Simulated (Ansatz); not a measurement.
The same path of C2H5Br (8 atoms, charge 0, multiplicity 1) was run 3 times with different band settings. The coordinate that changes most is the dihedral H6–C1–C2–Br3.

Level of theory: Ansatz, RKS PBE/def2-SVP.

Relaxed end points:

```xyz
8
Properties=species:S:1:pos:R:3
C -0.432 0.595 -0.331
C 0.248 -0.640 0.225
Br 2.021 -0.233 0.987
H -1.424 0.315 -0.748
H 0.163 1.056 -1.144
H -0.593 1.359 0.455
H 0.434 -1.407 -0.550
H -0.324 -1.103 1.051
```

```xyz
8
Properties=species:S:1:pos:R:3
C -0.350 0.609 -0.400
C 0.324 -0.627 0.162
Br 0.688 -0.462 2.094
H -1.325 0.799 0.091
H -0.534 0.468 -1.487
H 0.283 1.510 -0.273
H 1.308 -0.822 -0.304
H -0.302 -1.533 0.060
```

Common settings: optimiser quadratic models (default); start path IDPP; force threshold 0.03 eV/Å; iteration limit 60; end points relaxed.

| run | movable images | climbing image | spring |
| --- | --- | --- | --- |
| 1 | 5 | yes | 5.0 eV/Å² |
| 2 | 5 | yes | 0.5 eV/Å² |
| 3 | 1 | no | 5.0 eV/Å² |

Task: What does each run give, and how far can it be trusted?

Result: Run 1: converged after 4 iterations, highest image 0.161 eV above the first end. A vibrational analysis at the climbing image gives one clearly imaginary mode, 261i cm⁻¹: a first-order saddle point.
Run 2: converged after 4 iterations, highest image 0.161 eV above the first end. Another band between the same ends (5 images) ends at a top of the same energy, where a vibrational analysis finds 1 clearly imaginary mode.
Run 3: converged after 4 iterations, highest image 0.161 eV above the first end. No image climbed, so the highest image needn't sit at the top of the path. So few images can step over the top or miss a turn of the path.
